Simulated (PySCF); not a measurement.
**Correlation energy of Mo³⁺ (molybdenum, charge +3)**

[Kr] 4d3, high-spin 4F determinant. Calculation: PySCF 2.14, in x2c-TZVPPall (8s6p6d2f1g, 79 functions); the spin-free X2C one-electron Hamiltonian (Gaussian nucleus). Frozen: [Ar] 3d10; 11 electrons correlated.

| level | correlation energy (mhartree) |
| --- | --- |
| CCSD | -273.15 |
| (T) | -5.12 |
| CCSD(T) | -278.27 |

Diagnostics: T1 = 0.0035, D1 = 0.0079, largest double amplitude 0.032.

Is a single reference adequate?

Yes, within this model without spin-orbit coupling: T1 lies below 0.03 and no double amplitude reaches 0.07.

This basis was not built for core-valence correlation, so the inner-shell part is incomplete.
